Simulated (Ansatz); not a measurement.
Basis-set extrapolation for `O[Si@@H]1C[C@@H](F)O1` (PBE0-D4/def2-TZVP geometry, frozen core, the Gaussian-basis code of Ansatz). Multiplicity 1, RHF reference.

```csv
,def2-TZVPP,def2-QZVPP
HF,-616.982594,-617.006993
MP2 correlation,-1.167399,-1.261148
CCSD(T) correlation,-1.238350,not run
```

Energies in hartree. Use E(X) = E(∞) + A·exp(−7.88·√X) for Hartree–Fock and E(X) = E(∞) + B·X^(−2.97) for correlation, with X = 3 and 4, and add CCSD(T) minus MP2 of the smaller set to the MP2 limit.

Question: What is the CCSD(T) energy at the basis-set limit?

Answer: HF limit: -617.006993 + (-0.024399) × 0.13774 = -617.01035. MP2 limit: -1.261148 + (-0.093749) × 0.74074 = -1.33059. Higher-order term: -1.238350 − (-1.167399) = -0.07095. Total: -618.41189 hartree, 5.20 eV below CCSD(T)/def2-TZVPP.
